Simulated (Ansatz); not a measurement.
Job for Ansatz (a first-principles code): R-MP2/def2-TZVPPD on CH4Te (SMILES C[TeH]), atoms moved off the minimum. Elements past Kr take the def2 small-core potentials; no spin–orbit coupling. Files ending in .json are basis or fitting sets from the Basis Set Exchange. The run froze 10 orbitals, filled d shells among them.

Ansatz 0.2 input:
```yaml
crystal:
  periodic: [false, false, false]
  atoms:
    - {symbol: Te, position_ang: [0.06510009, 0.28828816, 0.18744386]}
    - {symbol: H, position_ang: [-0.23275625, 1.36277585, -0.93632151]}
    - {symbol: C, position_ang: [-0.10001616, -1.41845867, -1.11826421]}
    - {symbol: H, position_ang: [0.72024647, -1.26760742, -1.90264034]}
    - {symbol: H, position_ang: [-0.95501870, -1.53456882, -1.60202744]}
    - {symbol: H, position_ang: [0.22303003, -2.30444512, -0.69971290]}
basis:
  gaussian:
    orbitals: def2-TZVPPD.json
magnetization: {spin_polarized: false}
correlation: {method: mp2, electrons: outside_noble_gas}
scf: {lower_state_search: off}
output: {forces: true}
```

It printed:

```
WARN ansatz: RAYON_NUM_THREADS=1 ignored (pool sized by the plan → 1); use --threads N
Functional definition: HF
these checks for a lower state are left out or cut short: starts, cluster_reference, orbital_swaps, neighbouring_geometries, increment
integrals: 0.19 GiB planned
1109 factors; integrals over basis functions are off by at most 6.4e-4 eV
mean field: 0.42 GiB planned
mean field evaluation 1: about -8357.6034 eV, gradient 2.2e1 eV
mean field evaluation 2: about -8357.6286 eV, gradient 2.2e1 eV
mean field evaluation 4: about -8358.9386 eV, gradient 2.9e0 eV
mean field evaluation 8: about -8358.9663 eV, gradient 1.8e-1 eV
mean field -8358.96652023 eV, -307.1863537073 hartree, gradient 1.8e-6 eV, S^2 0.000000; 0 other end points of the search recorded, 0 dependent functions left out
10 core orbitals not correlated
reference -8358.96652023 eV, -307.1863537073 hartree; 7, 7 occupied and 147, 147 virtual orbitals, 1109 factors
densities: 0.40 GiB planned
second order -8.81608563 eV of doubles, -0.00000000 eV of singles
the calculation of the forces begins
mean field evaluation 16: about -8358.9665 eV, gradient 1.8e-6 eV
Total energy: -8367.78260586 eV, -307.5103388785 hartree
Atom 0 at     0.065100     0.288288     0.187444 Å, force     0.062234    -1.354552     1.150504 eV/Å
Atom 1 at    -0.232756     1.362776    -0.936322 Å, force    -0.254528     0.840498    -1.113286 eV/Å
Atom 2 at    -0.100016    -1.418459    -1.118264 Å, force     5.115014     2.447326    -0.795600 eV/Å
Atom 3 at     0.720246    -1.267607    -1.902640 Å, force    -1.247145     0.048867     0.883177 eV/Å
Atom 4 at    -0.955019    -1.534569    -1.602027 Å, force    -4.011828    -0.266158    -1.759543 eV/Å
Atom 5 at     0.223030    -2.304445    -0.699713 Å, force     0.336253    -1.715981     1.634748 eV/Å
Dipole moment:    -0.001308    -0.143161    -0.172305 e Å
Checks for a lower state left out: starts, cluster_reference, orbital_swaps, neighbouring_geometries, increment
```

The run converged.

Cost: very roughly 7 core-seconds.
